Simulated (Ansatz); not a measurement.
`FC(F)(F)c1cc2sc(-c3cc4sc(-c5cc6sc(-c7cc8sc(C(F)(F)F)cc8s7)cc6s5)cc4s3)cc2s1` with charge +1. The state is a doublet with charge 1. Geometry PBE-D4/def2-SVP; atoms count from 1.

Cartesian coordinates in Å:
```
F 12.388 5.046 -0.481
C 11.481 5.776 0.202
F 11.399 6.992 -0.373
F 11.945 5.925 1.461
C 10.129 5.106 0.200
C 9.002 5.549 -0.475
C 7.925 4.652 -0.278
S 6.272 4.587 -0.807
C 6.017 3.073 0.074
C 4.746 2.417 0.051
C 4.379 1.247 0.747
C 3.049 0.894 0.489
S 2.000 -0.391 1.015
C 0.668 0.254 0.041
C -0.602 -0.389 0.026
C -1.736 -0.019 -0.731
C -2.815 -0.877 -0.494
S -4.448 -0.986 -1.086
C -4.750 -2.411 -0.079
C -6.032 -3.042 -0.103
C -7.164 -2.665 -0.844
C -8.248 -3.531 -0.606
S -9.890 -3.623 -1.176
C -10.161 -5.042 -0.188
C -11.504 -5.728 -0.215
F -12.498 -4.859 0.066
F -11.758 -6.254 -1.432
F -11.537 -6.724 0.692
C -9.058 -5.440 0.553
C -7.964 -4.574 0.313
S -6.329 -4.479 0.889
C -3.621 -2.779 0.679
C -2.541 -1.918 0.443
S -0.908 -1.815 1.032
C 1.040 1.422 -0.662
C 2.369 1.773 -0.406
S 3.420 3.060 -0.929
C 7.177 2.648 0.748
C 8.244 3.541 0.544
S 9.901 3.611 1.079
H 8.983 6.472 -1.069
H 5.062 0.701 1.410
H -1.747 0.836 -1.418
H -7.182 -1.798 -1.518
H -9.069 -6.309 1.222
H -3.614 -3.636 1.365
H 0.354 1.975 -1.316
H 7.226 1.730 1.347
```

Single mean-field runs in def2-SVP are fitted with def2-universal-jkfit.

Estimate the Mulliken populations of the heavy atoms from the PBE0/def2-SVP orbitals of Ansatz.


| atom | charge (e) | spin (α − β) |
| --- | --- | --- |
| F1 | -0.17 | 0.00 |
| C2 | 0.67 | -0.01 |
| F3 | -0.17 | 0.00 |
| F4 | -0.18 | 0.00 |
| C5 | -0.32 | 0.11 |
| C6 | 0.04 | -0.05 |
| C7 | -0.05 | 0.10 |
| S8 | 0.20 | -0.01 |
| C9 | -0.12 | -0.04 |
| C10 | -0.09 | 0.16 |
| C11 | 0.00 | -0.03 |
| C12 | -0.04 | 0.10 |
| S13 | 0.21 | -0.03 |
| C14 | -0.10 | 0.07 |
| C15 | -0.10 | 0.06 |
| C16 | 0.01 | 0.07 |
| C17 | -0.05 | 0.02 |
| S18 | 0.21 | -0.03 |
| C19 | -0.08 | 0.16 |
| C20 | -0.11 | -0.04 |
| C21 | 0.00 | 0.12 |
| C22 | -0.07 | -0.03 |
| S23 | 0.25 | -0.01 |
| C24 | -0.32 | 0.10 |
| C25 | 0.67 | -0.01 |
| F26 | -0.18 | 0.00 |
| F27 | -0.17 | 0.00 |
| F28 | -0.17 | 0.00 |
| C29 | 0.04 | -0.05 |
| C30 | -0.05 | 0.09 |
| S31 | 0.20 | -0.01 |
| C32 | -0.02 | -0.04 |
| C33 | -0.04 | 0.11 |
| S34 | 0.21 | -0.03 |
| C35 | 0.01 | 0.07 |
| C36 | -0.05 | 0.03 |
| S37 | 0.21 | -0.03 |
| C38 | 0.02 | 0.13 |
| C39 | -0.07 | -0.04 |
| S40 | 0.25 | 0.00 |
Mulliken values depend strongly on the basis.

Where does the spin sit?

Summed by element: F 0.01, C 1.15, S -0.15, H -0.01, of 1 unpaired in all. Largest on single atoms: C10 0.16, C19 0.16, C38 0.13.

And the Mayer bond orders between heavy atoms (over 0.3, the first 40 of 47)?

F1–C2 1.14 (1.35 Å); C2–F3 1.13 (1.35 Å); C2–F4 1.13 (1.35 Å); C2–C5 0.96 (1.51 Å); C5–C6 1.55 (1.39 Å); C5–S40 1.14 (1.75 Å); C6–C7 1.29 (1.42 Å); C7–S8 1.10 (1.74 Å); C7–C39 1.35 (1.42 Å); S8–C9 1.09 (1.77 Å); C9–C10 1.26 (1.43 Å); C9–C38 1.43 (1.41 Å); C10–C11 1.40 (1.41 Å); C10–S37 1.10 (1.77 Å); C11–C12 1.40 (1.40 Å); C12–S13 1.09 (1.74 Å); C12–C36 1.28 (1.43 Å); S13–C14 1.08 (1.77 Å); C14–C15 1.32 (1.42 Å); C14–C35 1.37 (1.41 Å); C15–C16 1.37 (1.41 Å); C15–S34 1.08 (1.77 Å); C16–C17 1.42 (1.40 Å); C17–S18 1.08 (1.74 Å); C17–C33 1.28 (1.43 Å); S18–C19 1.10 (1.77 Å); C19–C20 1.29 (1.43 Å); C19–C32 1.38 (1.41 Å); C20–C21 1.41 (1.41 Å); C20–S31 1.10 (1.77 Å); C21–C22 1.36 (1.41 Å); C22–S23 1.09 (1.74 Å); C22–C30 1.35 (1.42 Å); S23–C24 1.14 (1.75 Å); C24–C25 0.96 (1.51 Å); C24–C29 1.55 (1.39 Å); C25–F26 1.13 (1.35 Å); C25–F27 1.14 (1.35 Å); C25–F28 1.13 (1.35 Å); C29–C30 1.28 (1.42 Å).
